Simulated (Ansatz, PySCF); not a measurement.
Mo(O)2(Me)2 (C₂H₆MoO₂), SMILES [CH3][Mo]([CH3])(=[O])=[O], multiplicity 1. Atoms are numbered in the order given.

```xyz
11

Mo     0.0007     0.0048    -0.0073
O      1.0867     0.6968    -1.0946
O      0.8325    -0.8083     1.2122
C     -1.2010    -1.3831    -1.0448
H     -1.7475    -0.8488    -1.8415
H     -1.9157    -1.8309    -0.3322
H     -0.6058    -2.1889    -1.5027
C     -1.1476     1.5414     0.8685
H     -0.5245     2.2689     1.4122
H     -1.8616     1.0862     1.5770
H     -1.6951     2.0706     0.0689
```

Coordinates come from a B3LYP-D3(BJ)/def2-SVP optimisation. The spin state was assumed, not searched. The structure was generated by enumeration; whether it is a known compound was not checked. The def2 effective core potentials stand for the cores of Mo; spin–orbit coupling is left out.

Two levels are set side by side: PBE-D3(BJ)/def2-SVP (Ansatz, a quantum-chemistry and plane-wave program) and B3LYP-D3(BJ)/def2-SVP (Ansatz). Each level has its own optimised geometry; the coordinates shown are those of the second. Frequencies come from the Hessian of PySCF at each geometry. Differences are taken from unrounded values.

```csv
quantity,B3LYP-D3(BJ)
mean bond length (Å),1.421
bond Mo1–O2 (Å),1.685
bond Mo1–O3 (Å),1.685
bond Mo1–C4 (Å),2.109
bond Mo1–C8 (Å),2.109
bond C4–H5 (Å),1.104
bond C4–H6 (Å),1.104
bond C4–H7 (Å),1.101
bond C8–H9 (Å),1.101
bond C8–H10 (Å),1.104
bond C8–H11 (Å),1.104
highest harmonic wavenumber (cm⁻¹),3126
mean harmonic wavenumber (cm⁻¹),1238
zero-point energy (kcal/mol),47.78
```

Q: What does PBE-D3(BJ) give, and how far is it from B3LYP-D3(BJ)? (An estimate is asked for; the answer gives what the named calculation found.)

A: 
| quantity | PBE-D3(BJ) | PBE-D3(BJ) minus B3LYP-D3(BJ) |
|---|---|---|
| mean bond length (Å) | 1.427 | 0.006 |
| bond Mo1–O2 (Å) | 1.697 | 0.011 |
| bond Mo1–O3 (Å) | 1.697 | 0.011 |
| bond Mo1–C4 (Å) | 2.106 | -0.003 |
| bond Mo1–C8 (Å) | 2.106 | -0.003 |
| bond C4–H5 (Å) | 1.112 | 0.008 |
| bond C4–H6 (Å) | 1.112 | 0.008 |
| bond C4–H7 (Å) | 1.109 | 0.008 |
| bond C8–H9 (Å) | 1.109 | 0.008 |
| bond C8–H10 (Å) | 1.112 | 0.008 |
| bond C8–H11 (Å) | 1.112 | 0.008 |
| highest harmonic wavenumber (cm⁻¹) | 3074 | -52 |
| mean harmonic wavenumber (cm⁻¹) | 1206 | -32 |
| zero-point energy (kcal/mol) | 46.54 | -1.24 |

Exact exchange shortens and stiffens bonds; PBE has none. Differences between two approximate levels are no errors against the true value.
